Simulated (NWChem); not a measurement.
A series in which one site is exchanged, each optimised at PBE0/def2-SVP with NWChem, gas phase unless a solvent is named. All stand in one matching conformer (torsions within 35°), which need not be the lowest. Some are not confirmed as minima by frequencies. def2 effective core potentials on In; no spin-orbit coupling.

A: [OH][InH][Br] (InH2OBr; site = Br)
B: [OH][InH2] (InH₃O; site = H)
C: [OH][InH][F] (InH2OF; site = F)
D: [OH][InH][Cl] (InH$_{2}$OCl; site = Cl)

```csv
quantity,A,B,C,D
"orbital gap (eV), PBE0/def2-SVP",6.54,6.60,___,6.95
"static polarisability, CAM-B3LYP/def2-SVPD (bohr³)",62.4,42.5,___,53.8
"lowest singlet excitation, CAM-B3LYP/def2-SVPD, TDA (eV)",5.50,5.46,___,5.88
```

Question: Fill in the missing entries.

Answer: 
- orbital gap (eV), PBE0/def2-SVP, C: 7.29
- static polarisability, CAM-B3LYP/def2-SVPD (bohr³), C: 37.9
- lowest singlet excitation, CAM-B3LYP/def2-SVPD, TDA (eV), C: 5.99
